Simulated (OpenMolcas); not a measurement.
## Ionisation energies of sulfur

| Property | Result |
| --- | --- |
| Program | OpenMolcas 26.06 |
| Basis | ANO-RCC [8s7p5d4f2g] |
| Scalar Hamiltonian | DKH2, point nucleus |
| Spin-orbit coupling | state interaction with AMFI integrals over the reference wave functions, term energies averaged over their components |

Active shells in each charge state: the valence s, p shells, with orbitals averaged over the low states. Where CASPT2's correlated closed shells are named, they are those of the first ion.

A. CASSCF
B. SS-CASPT2, IPEA 0.25 Eh, imaginary shift 0.1 Eh (closed shells correlated: 2s 2p)
C. SS-CASPT2, IPEA 0 Eh, imaginary shift 0.1 Eh (closed shells correlated: 2s 2p)

Energies in eV between the lowest computed levels (charge -1 gives the electron affinity), named as in B; reference values from the NIST Atomic Spectra Database with their kind.

```
              From                  To       A       B       C  Spin-orbit share in B                Reference
S- 3s² 3p⁵ ²P°_3/2       S 3s² 3p⁴ ³P₂   0.893   1.959   1.853                 -0.005                         
     S 3s² 3p⁴ ³P₂  S+ 3s² 3p³ ⁴S°_3/2   9.033  10.135  10.055                 +0.023        10.360 (measured)
S+ 3s² 3p³ ⁴S°_3/2     S2+ 3s² 3p² ³P₀  22.399  23.253  23.364                 -0.063        23.338 (measured)
   S2+ 3s² 3p² ³P₀  S3+ 3s² 3p ²P°_1/2  33.709  34.625  34.740                 -0.008  34.860 (semi-empirical)
S3+ 3s² 3p ²P°_1/2         S4+ 3s² ¹S₀  46.001  47.070  47.185                 +0.072  47.222 (semi-empirical)
       S4+ 3s² ¹S₀       S5+ 3s ²S_1/2  72.181  72.487  72.488                 +0.000        72.594 (measured)
     S5+ 3s ²S_1/2         S6+ 2p⁶ ¹S₀  87.575  87.954  87.959                 +0.000        88.053 (measured)
```

Error against the reference values, in %:

```csv
From,Reference,A,B,C
S,measured,-12.8,-2.2,-2.9
S+,measured,-4.0,-0.4,+0.1
S2+,semi-empirical,-3.3,-0.7,-0.3
S3+,semi-empirical,-2.6,-0.3,-0.1
S4+,measured,-0.6,-0.1,-0.1
S5+,measured,-0.5,-0.1,-0.1
```

Mean absolute error over the 4 measured values: A 0.79 eV, B 0.13 eV, C 0.13 eV.

No diffuse functions were added, so the electron affinity comes out too small, and without dynamic correlation a bound anion can come out unbound.

° marks odd parity.
